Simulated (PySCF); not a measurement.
# Reading a saddle point

A first-order saddle point of BNH3ClO, singlet, PBE0-D4/def2-TZVP, with one imaginary mode of 924i cm⁻¹:

| atom | x (Å) | y (Å) | z (Å) |
| --- | --- | --- | --- |
| B1 | -0.2791 | 0.2581 | -0.3547 |
| O2 | 0.5480 | 0.5631 | 0.9331 |
| N3 | -0.4945 | -1.0439 | -0.1723 |
| H4 | 0.3724 | -0.5153 | 0.9735 |
| Cl5 | -0.5653 | 1.6046 | -1.4356 |
| H6 | 1.4700 | 0.8051 | 0.7798 |
| H7 | -1.0514 | -1.6718 | -0.7239 |

Computed with PySCF 2.14 with density fitting (its default auxiliary sets; JK sets also for MP2 and CCSD(T)) (basis: def2-TZVPP and def2-QZVPP); correlated methods freeze the cores. Extrapolation: Hartree–Fock as exp(−7.88 √X), correlation as X^−2.97.

(1) Which contacts change along the imaginary mode, and what lies on either side? (A judgement: the text doesn't fix the answer.)

(2) Which side is lower, and how far does the saddle lie above each? (To be estimated.)

T1 diagnostic: at most 0.014.

## Answers

(1) The calculation gives: The step is BNH₃ClO ([NH2][B]([OH])[Cl]) → BNHCl ([NH][B][Cl]) + H₂O (still joined by a long B–O bond), with the molecules in contact on both sides. Shortening one way: O2–H4; lengthening the same way: B1–O2, N3–H4.
| pair | one side (Å) | saddle (Å) | other side (Å) |
| --- | --- | --- | --- |
| O2–H4 | 2.64 | 1.09 | 0.98 |
| B1–O2 | 1.36 | 1.56 | 1.61 |
| N3–H4 | 1.00 | 1.53 | 2.11 |

(2) By the calculation: The side with B1–O2, N3–H4 short is lower by 278.7 kJ/mol; the saddle lies 295.5 kJ/mol above it and 16.7 kJ/mol above the other (CCSD(T) at an estimated basis limit (MP2 extrapolated from triple and quadruple zeta, plus CCSD(T) − MP2 in triple zeta); electronic energies).

Labels in which every atom is bracketed show which atoms are joined, not bond orders.

For scale, one of the runs: CCSD(T)/def2-TZVPP, 177 basis functions, launched by `OMP_NUM_THREADS=4 python run.py`. Time: 4.4 min of wall clock on 4 CPU threads of an Arm Neoverse V1; the host was shared. Peak host memory: 1.9 GiB.
